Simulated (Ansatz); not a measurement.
Species: I2, charge 0, singlet. I2 (SMILES II).
B3LYP-D3(BJ)/def2-TZVP minimum from Ansatz (a program for electronic structure):
```xyz
2

I      0.0000     0.0000    -1.3474
I      0.0000     0.0000     1.3474
```

Total energies in hartree (Ansatz). UHF or UKS for unpaired electrons; spin-orbit terms are left out. Correlated methods leave the cores frozen (noble-gas shells, and filled d and f shells in the p block). Past Kr the def2 sets carry scalar-relativistic core potentials. Spin-orbit terms, left out, reach several kcal/mol for Br and I, and more for heavier atoms.

```csv
species,HF/def2-TZVPP,CCSD(T)/def2-TZVPP,HF/def2-QZVPP,CCSD(T)/def2-QZVPP,CCSDT(Q)/def2-TZVPP
1: I2 (SMILES II),-593.33907,-593.65251,-593.34289,-593.69855,-593.65412
2: I (doublet),-296.65857,-296.79430,-296.65973,-296.81374,-296.79495
```

Problem. Work out the atomisation energy (electronic, to ground-state atoms) in kJ/mol: take Hartree-Fock from def2-QZVPP, extrapolate the CCSD(T) correlation energy as X^-3 (X = 3, 4), and add CCSDT(Q) - CCSD(T) in def2-TZVPP. 1 hartree = 2625.5 kJ/mol.

Solution. 
Species 1: correlation (64·(-0.35566) - 27·(-0.31344))/37 = -0.38647; step -0.00161; E1 = -593.34289 + (-0.38647) + (-0.00161) = -593.73097
Species 2: correlation (64·(-0.15401) - 27·(-0.13573))/37 = -0.16735; step -0.00065; E2 = -296.65973 + (-0.16735) + (-0.00065) = -296.82773
-1·E1 +2·E2 = 0.07551 hartree = 198.3 kJ/mol.
